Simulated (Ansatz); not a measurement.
**Scan of the Si3–H8 bond length**

C$_{2}$H$_{5}$FSi (SMILES C=C[SiH2]F), singlet, at its PBE0-D4/def2-TZVP minimum:

```json
{"atom": "C1", "x (Å)": "-1.2484", "y (Å)": "0.8138", "z (Å)": "-0.3273"}
{"atom": "C2", "x (Å)": "-0.2800", "y (Å)": "0.4470", "z (Å)": "0.5091"}
{"atom": "Si3", "x (Å)": "0.9977", "y (Å)": "-0.7945", "z (Å)": "0.0215"}
{"atom": "F4", "x (Å)": "2.4604", "y (Å)": "-0.1403", "z (Å)": "0.0698"}
{"atom": "H5", "x (Å)": "-2.0232", "y (Å)": "1.5216", "z (Å)": "-0.0458"}
{"atom": "H6", "x (Å)": "-1.3093", "y (Å)": "0.4181", "z (Å)": "-1.3378"}
{"atom": "H7", "x (Å)": "-0.2683", "y (Å)": "0.8770", "z (Å)": "1.5092"}
{"atom": "H8", "x (Å)": "1.0260", "y (Å)": "-1.9490", "z (Å)": "0.9534"}
{"atom": "H9", "x (Å)": "0.7337", "y (Å)": "-1.2399", "z (Å)": "-1.3692"}
```

The bond length Si3–H8 (1.484 Å at the minimum) is set to the values below, the two halves moving rigidly along the bond. Each method's energies count from its own value at the PBE0-D4 minimum structure. Computed with Ansatz 0.2.0 (basis: def2-TZVPP); correlated methods freeze the cores. B3LYP uses VWN-RPA correlation.

```csv
bond length (Å),CCSD(T) (kJ/mol),PBE0-D4 (kJ/mol),HF (kJ/mol)
1.217,90.7,93.3,89.8
1.280,46.9,49.0,45.7
1.371,11.7,13.0,10.7
1.478,0.0,0.0,-0.1
1.597,10.7,9.4,12.6
1.724,38.4,35.3,43.3
1.860,77.7,72.8,87.0
2.003,123.1,117.9,138.3
2.152,170.4,166.2,193.4
```

Minimum and curvature along this coordinate at CCSD(T): A fifth-order fit through the nearest points gives 1.477 Å, with a curvature of about 18 eV/Å².

**Question.** Treat the two halves as rigid bodies and work out the harmonic wavenumber of this stretch from that curvature (ν̃ = 521.5 √(k/μ) cm⁻¹ with k in eV/Å² and μ in u).

**Answer.** The halves weigh 75.14 and 1.01 u, so μ = 75.14 × 1.01/76.15 = 0.997 u and ν̃ = 521.5 √(18/0.997) ≈ 2200 cm⁻¹. A true normal mode mixes in other motions, so this is a guide only.

Largest difference from the CCSD(T) curve over the scan: PBE-D4 20.8; r2SCAN-D4 6.0; B3LYP-D4 6.7; wB97M-V 5.8 kJ/mol. Each curve counts from its own value at the minimum.

T1 diagnostic: at most 0.014.

For scale, one of the runs: CCSD(T)/def2-TZVPP, 205 basis functions (an equivalent command: `ansatz run in.yaml --threads 4`). The run took 43 s on 4 CPU threads (shared host), with 2.7 GiB of host memory at its peak.
